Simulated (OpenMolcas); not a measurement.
# Ni+: from RASSCF to RASPT2

| Item | Value |
| --- | --- |
| Program | OpenMolcas 26.06 |
| Basis | ANO-RCC-VDZP [5s4p2d1f] |
| Scalar Hamiltonian | DKH2, point nucleus |
| Active space | 9 electrons in 9 orbitals (RAS2 3d 4s; RAS3 4p, at most 2 electrons) |
| State averaging | 2S+1 = 2 even, 29 roots; 2S+1 = 4 even, 10 roots kept (CI in the orbitals of an earlier block); 2S+1 = 2 odd, 21 roots; 2S+1 = 4 odd, 21 roots kept (CI in the orbitals of an earlier block) |
| Spin-orbit coupling | RASSI with atomic mean-field integrals over the reference wave functions, term energies averaged over their components |

Methods on the same reference wave functions:
A. RASSCF
B. SS-RASPT2, IPEA 0.25 Eh, imaginary shift 0.1 Eh (closed shells correlated: 3s 3p)
C. MS-RASPT2, IPEA 0.25 Eh, imaginary shift 0.1 Eh (closed shells correlated: 3s 3p)

Energies in cm-1 above 3d9 2D 5/2, the measured ground level; measured values from NIST Handbook of Basic Atomic Spectroscopic Data.

```tsv
Level	A	B	C	Measured
3d8 4s 4F 9/2	-19214	8650	13840	8394
3d8 4s 4F 7/2	-18267	9590	14770	9330
3d8 4s 4F 5/2	-17488	10360	15560	10116
3d8 4s 4F 3/2	-16937	10890	16110	10664
3d8 4s 2F 7/2	-12706	13990	19170	13550
3d8 4s 2F 5/2	-11226	15360	20640	14996
3d8 4s 2D 5/2 [60 %]	-1441	19210	29060	
3d8 4s 2D 3/2	-1037	19310	29420	
3d9 2D 5/2	0.0	0.0	0.0	0.0
3d8 4s 4P 3/2	869	26050	31320	24788
3d8 4s 4P 5/2 [63 %]	900	25620	31230	
3d8 4s 4P 1/2	1118	26370	31560	24836
3d9 2D 3/2	1708	1515	1629	1507
3d8 4s 2P 3/2	6552	30960	36200	29071
3d8 4s 2P 1/2	7107	31560	36750	29593
3d8 4s 2G 9/2	8153	33830	39020	32500
3d8 4s 2G 7/2	8156	33830	39020	32524
```

A puts 3d8 4s 4F 9/2 lowest.

Deviations, from unrounded energies. A percentage is the sum of absolute deviations over the sum of measured energies, with the sign that they share, or ± where signs differ.

| Against measurement | Levels | A | B | C |
| --- | --- | --- | --- | --- |
| mean absolute deviation (cm-1) | 13 | 23000 | 850 | 5700 |
| fine structure of the ground term (%) | 1 | +13.3 | +0.5 | +8.1 |
| other configurations (%) | 12 | -126.6 | +4.6 | +30.6 |

B lies closest to measurement on these levels and A furthest from it. The largest miss of B in the table is 3d8 4s 2P 1/2, by +2000 cm-1. The ranking rests on the paired levels alone, and a cruder setting can come out closer through cancelling errors.

Between B and C the level of the table that moves most is 3d8 4s 2D 3/2, by 10000 cm-1 (lowest in B, highest in C). Moves below CASPT2's spread within the term are not significant.

The lowest spin-free term lies below A's lowest term by 0.532 hartree in B, 0.556 hartree in C.

CASPT2 breaks the degeneracy within a term, and the mean is taken; among the terms shown or strongly mixed into the levels shown the widest spread is 1400 cm-1 (3d8 4s 2F, C). Terms from blocks run as CI alone lack orbitals of their own. A single d shell beside an s shell can misplace configurations of different d count against each other. Without dynamic correlation excited terms often stand tens of per cent too high (terms of higher spin than the ground term too low), and those without a measured partner can miss by more than the paired ones (holds for A). The lowest computed level is not the ground level that NIST lists (2D5/2) (holds for A). Some levels mix across a computed gap that differs much from the measured one, so their mixing is not that of the real levels (holds for C). Computed and measured levels are paired by configuration, term and J; levels that our copy of the source lacks, or whose pairing is in doubt (as where it misses far off the trend of its configuration), stay unpaired and out of the deviations. Levels of configurations outside the active space are missing. The table leaves out levels that lie high or whose names do not pair safely across all columns.

A share in square brackets marks a mixed level and gives the weight of the term that names it, the lowest over the columns.
